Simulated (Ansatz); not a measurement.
Basis-set extrapolation for C2H8B2O, SMILES `BB(C)OC` (PBE0-D4/def2-TZVP geometry, frozen core, Ansatz). Multiplicity 1, RHF reference.

```json
{"": "HF", "def2-TZVPP": "-204.713373", "def2-QZVPP": "-204.723305"}
{"": "MP2 correlation", "def2-TZVPP": "-0.784483", "def2-QZVPP": "-0.838075"}
{"": "CCSD(T) correlation", "def2-TZVPP": "-0.867796", "def2-QZVPP": "not run"}
```

Energies in hartree. Use E(X) = E(∞) + A·exp(−7.88·√X) for Hartree–Fock and E(X) = E(∞) + B·X^(−2.97) for correlation, with X = 3 and 4, and add CCSD(T) minus MP2 of the smaller set to the MP2 limit.

Question: What is the CCSD(T) energy at the basis-set limit?

Answer: HF limit: -204.723305 + (-0.009932) × 0.13774 = -204.72467. MP2 limit: -0.838075 + (-0.053592) × 0.74074 = -0.87777. Higher-order term: -0.867796 − (-0.784483) = -0.08331. Total: -205.68575 hartree, 274.6 kJ/mol below CCSD(T)/def2-TZVPP.
